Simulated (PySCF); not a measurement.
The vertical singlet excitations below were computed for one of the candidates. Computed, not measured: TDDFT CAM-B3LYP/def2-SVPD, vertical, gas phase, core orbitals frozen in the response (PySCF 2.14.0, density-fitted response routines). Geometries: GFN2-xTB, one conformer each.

| state | E (eV) | f | main configurations (H = HOMO, L = LUMO) |
| --- | --- | --- | --- |
| S1 | 5.68 | 0.012 | H→L (90%) |
| S2 | 6.02 | 0.017 | H→L+1 (90%) |
| S3 | 6.55 | 0.0027 | H→L+3 (55%), H→L+2 (26%) |
| S4 | 6.79 | 0.046 | H-2→L (63%), H-1→L (25%) |
| S5 | 6.85 | 0.016 | H-1→L (67%), H-2→L (20%) |
| S6 | 7.12 | 0.048 | H→L+5 (45%), H→L+4 (37%) |
| S7 | 7.25 | 0.040 | H→L+2 (30%), H-2→L+1 (17%), H→L+3 (16%) |
| S8 | 7.31 | 0.047 | H-1→L+1 (86%) |

Triplets computed (Tamm–Dancoff): 5.31, 5.66, 6.07 eV.

Orbital energies (eV): HOMO-3 -11.30, HOMO-2 -10.16, HOMO-1 -9.98, HOMO -8.76, LUMO 0.04, LUMO+1 0.43, LUMO+2 0.97.

Question: Which candidate is it?
A. `[C@H]1(C[C@@H](C)S1)F`
B. `F[Si@@H]([SiH3])S[SiH3]`
C. `C[C@]1(CF)CS1`

Answer: B. Its S1, at 5.68 eV, is the highest among the candidates; the nearest of the others has S1 at 4.88 eV. S1 is HOMO→LUMO (90%). Löwdin shares by element: HOMO sulfur 70%, silicon 18% or more; LUMO silicon 55% or more, sulfur 12%, hydrogen 7% or more (atoms not listed hold the other 26%). At the same level the other candidates give, for their lowest levels:
- `C[C@]1(CF)CS1`: 4.88 eV (f 0.000); 6.30 eV (f 0.026); 6.68 eV (f 0.027); 7.27 eV (f 0.060); 7.46 eV (f 0.007); T1 4.46 eV; HOMO -8.18, LUMO 0.79 eV
- `C[C@@H]1C[C@@H](F)S1`: 4.82 eV (f 0.001); 6.61 eV (f 0.036); 6.89 eV (f 0.043); 6.99 eV (f 0.021); 7.10 eV (f 0.036); T1 4.35 eV; HOMO -8.25, LUMO 0.66 eV

The values belong to the conformer `[F:1][Si@@H:2]([SiH3:3])[S:4][SiH3:5]`: F1–Si2–S4–Si5 44°.
